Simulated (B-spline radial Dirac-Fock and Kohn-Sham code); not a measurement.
## Elastic and transport cross sections of lanthanum for electrons

Model: relativistic (Dirac) partial waves in the static field of the Dirac-Fock atom with Furness-McCarthy exchange, without polarisation or absorption potentials. Program: a radial atomic solver. Below a few hundred eV the neglected polarisation potential matters, most of all at small angles. σ_tr1 and σ_tr2 weight the cross section with 1 − P₁ and 1 − P₂ of cos θ; "backward" is the share scattered beyond 90°.

```tsv
energy (eV)	σ (a₀²)	σ_tr1 (a₀²)	σ_tr2 (a₀²)	σ/σ_tr1	backward (%)
50	70.4	11.4	15.8	6.17	6.5
52.1	69.1	10.9	14.9	6.33	6.3
64	62.3	9.14	11.2	6.82	5.7
75.9	?	?	?	?	?
84.9	53.0	8.13	9.43	6.52	5.9
100	47.9	7.99	9.55	5.99	6.3
142	38.6	7.93	10.3	4.87	7.5
158	36.3	7.86	10.3	4.62	7.9
198	32.2	7.55	9.72	4.26	8.6
200	32.0	7.53	9.68	4.25	8.7
288	26.8	6.55	7.58	4.10	9.6
300	26.3	6.41	7.31	4.11	9.7
323	25.5	6.15	6.82	4.14	9.8
```

Q: Fill in the row for 75.9 eV.

A: σ = 56.6 a₀², σ_tr1 = 8.37 a₀², σ_tr2 = 9.74 a₀², σ/σ_tr1 = 6.76, backward 5.7 %. The ratio σ/σ_tr1 is roughly the number of elastic collisions that randomise the direction.

Values without a named source are computed, but for edge energies of neutral atoms, which are taken from tables.
